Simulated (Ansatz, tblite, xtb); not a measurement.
## CH6SeSn (SMILES [CH3][SnH2][SeH]): the HOMO–LUMO gap, rung by rung

The species is CH6SeSn (9 atoms), meant as a singlet with charge 0. SMILES: `[CH3][SnH2][SeH]`. Geometry: relaxed at PBE0-D4/def2-TZVP. This is one conformer, not always the lowest.

Quantity: the HOMO–LUMO gap, in eV. The values are calculated.

```csv
level,kind,program,value (eV),CPU time
GFN2-xTB,semi-empirical,xtb,3.12,under 2 s
GFN1-xTB,semi-empirical,tblite,4.48,under 2 s
IPEA1-xTB,semi-empirical,tblite,5.36,under 2 s
GFN0-xTB,semi-empirical,xtb,4.48,under 2 s
HF/def2-SVP (core potential),Hartree–Fock,Ansatz,12.25,5.5 s
SVWN5/def2-SVP (core potential),LDA,Ansatz,4.28,6.8 s
BLYP/def2-SVP (core potential),GGA,Ansatz,4.33,9.9 s
PBE/def2-SVP (core potential),GGA,Ansatz,4.43,11 s
revPBE/def2-SVP (core potential),GGA,Ansatz,4.48,10 s
r2SCAN/def2-SVP (core potential),meta-GGA,Ansatz,4.95,22 s
```

The values span 3.12 to 12.25 eV. Orbital gaps aren't excitation energies; they tend to grow with the share of exact exchange. Times are those of the runs behind each value, whatever else they computed, on shared processors of several kinds: orders of magnitude only.
